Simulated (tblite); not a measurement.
C4H11NOSi.
Numbering: `[CH2:1]=[N:2][SiH2:3][C@H:4]([CH3:5])[CH2:6][OH:7]` (hydrogens: H8, H9 on C1; H10, H11 on Si3; H12 on C4; H13, H14, H15 on C5; H16, H17 on C6; H18 on O7)

Structure optimised with GFN2-xTB, isolated species.

Q: List the bond lengths, angles and torsions at this level.

A: 
```json
{"bond": "C1=N2", "length (Å)": "1.249", "order": "double"}
{"bond": "N2–Si3", "length (Å)": "1.727", "order": "single"}
{"bond": "Si3–C4", "length (Å)": "1.912", "order": "single"}
{"bond": "C4–C5", "length (Å)": "1.525", "order": "single"}
{"bond": "C4–C6", "length (Å)": "1.533", "order": "single"}
{"bond": "C6–O7", "length (Å)": "1.403", "order": "single"}
{"bond": "C1–H8", "length (Å)": "1.092", "order": "single"}
{"bond": "C1–H9", "length (Å)": "1.087", "order": "single"}
{"bond": "Si3–H10", "length (Å)": "1.463", "order": "single"}
{"bond": "Si3–H11", "length (Å)": "1.469", "order": "single"}
{"bond": "C4–H12", "length (Å)": "1.096", "order": "single"}
{"bond": "C5–H13, C5–H14, C5–H15", "length (Å)": "1.088", "order": "single"}
{"bond": "C6–H16", "length (Å)": "1.096", "order": "single"}
{"bond": "C6–H17", "length (Å)": "1.101", "order": "single"}
{"bond": "O7–H18", "length (Å)": "0.968", "order": "single"}
```

Bonds in one row agree within 0.01 Å and their mean is given. Orders are formal, as drawn. A selection of angles:
```json
{"angle": "N2–C1–H8", "degrees": "124.7"}
{"angle": "N2–C1–H9", "degrees": "119.3"}
{"angle": "H8–C1–H9", "degrees": "116.0"}
{"angle": "C1–N2–Si3", "degrees": "134.4"}
{"angle": "N2–Si3–C4", "degrees": "105.4"}
{"angle": "N2–Si3–H10", "degrees": "101.7"}
{"angle": "N2–Si3–H11", "degrees": "117.7"}
{"angle": "C4–Si3–H10", "degrees": "111.3"}
{"angle": "C4–Si3–H11", "degrees": "109.1"}
{"angle": "H10–Si3–H11", "degrees": "111.3"}
{"angle": "Si3–C4–C5", "degrees": "110.0"}
{"angle": "Si3–C4–C6", "degrees": "112.4"}
{"angle": "Si3–C4–H12", "degrees": "109.5"}
{"angle": "C5–C4–C6", "degrees": "109.8"}
{"angle": "C5–C4–H12", "degrees": "108.2"}
{"angle": "C6–C4–H12", "degrees": "106.8"}
{"angle": "C4–C5–H13", "degrees": "110.9"}
{"angle": "C4–C5–H15", "degrees": "110.4"}
{"angle": "H13–C5–H14", "degrees": "108.2"}
{"angle": "C4–C6–O7", "degrees": "113.6"}
{"angle": "C4–C6–H16", "degrees": "109.7"}
{"angle": "C4–C6–H17", "degrees": "109.5"}
{"angle": "O7–C6–H16", "degrees": "105.4"}
{"angle": "O7–C6–H17", "degrees": "110.6"}
{"angle": "H16–C6–H17", "degrees": "107.8"}
{"angle": "C6–O7–H18", "degrees": "107.7"}
```

Torsions: C1–N2–Si3–C4 122° (anticlinal); N2–Si3–C4–C5 172° (antiperiplanar); Si3–C4–C6–O7 -67° (synclinal); H18–O7–C6–C4 57° (synclinal).

Si3 (SiH2 silicon) is distorted tetrahedral (angles from 101.7° to 117.7°). N2 (C=N nitrogen) is bent (angle 134.4°). Of the pairs four or more bonds apart, those above aside, Si3···H18 is among the closest relative to their van der Waals radii: 2.83 Å, 86 % of the sum of Bondi's values. H18 on O7 lies 2.05 Å from N2, 5 bonds away (angle at H 146°; Bondi radii sum to 2.75 Å).

Point group: C1 (no symmetry element, even within 0.4 Å). Its GFN2-xTB frequencies are all real (lowest 51 cm⁻¹). The numbers are those of one conformer (C1–N2–Si3–C4 122°, N2–Si3–C4–C5 172°, Si3–C4–C6–O7 -67°, C4–C6–O7–H 57°).

Time: 1.4 s of wall time. Hardware: an Arm Neoverse N1 with one thread, on a shared host. These figures are those of the optimisation.

The numbers are calculated, not measured.
